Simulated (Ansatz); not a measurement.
Mulliken charges of CH₅FOSSi, SMILES `O[SiH](S)CF` from ωB97M-V/def2-TZVPP in Ansatz (PBE0-D4/def2-TZVP geometry).

| atom | x (Å) | y (Å) | z (Å) | charge (e) |
| --- | --- | --- | --- | --- |
| O1 | -0.478 | 1.450 | 1.237 | -0.375 |
| Si2 | 0.488 | 0.313 | 0.554 | 0.465 |
| S3 | 0.360 | -1.584 | 1.519 | -0.274 |
| C4 | 0.063 | 0.035 | -1.267 | -0.106 |
| F5 | -1.120 | -0.697 | -1.382 | -0.246 |
| H6 | -1.317 | 1.160 | 1.598 | 0.185 |
| H7 | 1.870 | 0.831 | 0.664 | -0.025 |
| H8 | -0.563 | -2.026 | 0.644 | 0.138 |
| H9 | -0.079 | 0.987 | -1.789 | 0.120 |
| H10 | 0.858 | -0.521 | -1.776 | 0.117 |

Problem. By hand: the dipole of these point charges (1 e Å = 4.8032 D).

Solution. Σ q r = (0.299, 0.175, -0.203) e Å, of length 0.402 e Å = 1.93 D.

Problem. How does the dipole of the full density compare? (Best estimate.)

Solution. Computed: (-0.024, 0.074, -0.122) e Å, 0.69 D; the point charges give 2.80 times that, at 58° from its direction.

Point charges leave out the atoms' own dipoles, such as those of lone pairs, and Mulliken's split depends on the basis, so the two needn't agree.
